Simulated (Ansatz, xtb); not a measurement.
The molecule TiS, multiplicity 3 (the spin of the measured ground state). No spin–orbit coupling. Ti is treated without relativity. The T1 diagnostic near the minimum is 0.066, so single-reference values are doubtful.

Constants: fifth-degree fit in 1/R to seven points, most abundant isotopes. Runs in def2 and cc sets follow the lowest solution found near the PBE0 minimum.

Programs: Ansatz (an electronic-structure program) with Gaussian orbitals; xtb for the GFN methods.  The GFN methods have no spin term and hold the electronic entropy of 300 K.

```csv
level,r_e (Å),ω_e (cm⁻¹),B_e (cm⁻¹),ω_e x_e (cm⁻¹),D_e (eV),dipole (D)
GFN1-xTB,2.098,601,0.200,2.7,-,-
SVWN5/def2-TZVPP,2.051,586,0.209,2.0,6.42,4.41
PBE/def2-TZVPP,2.080,563,0.203,2.0,5.56,4.67
r2SCAN/def2-TZVPP,2.077,572,0.204,2.0,5.13,5.20
B97M-V/def2-TZVPP,2.085,563,0.202,2.0,5.09,5.22
B3LYP/def2-TZVPP,2.080,571,0.203,2.0,4.77,5.37
PBE0/def2-TZVPP,2.068,584,0.206,2.0,4.91,5.59
BHLYP/def2-TZVPP,2.082,565,0.203,2.4,3.77,6.63
CAM-B3LYP/def2-TZVPP,2.066,591,0.206,2.0,4.50,5.92
wB97X-V/def2-TZVPP,2.062,599,0.207,1.9,4.65,6.35
wB97M-V/def2-TZVPP,2.067,589,0.206,1.9,4.48,6.37
B2PLYP/def2-TZVPP,2.063,622,0.206,1.8,-,-
```

D_e counts from each atom's lowest state at the same level, without counterpoise or zero-point energy.

Correlated levels freeze the inner cores; with def2 sets outer-core shells near the valence are correlated too.

Measured for the ground state: D_0 4.69 ± 0.004 eV [Morse and co-workers].
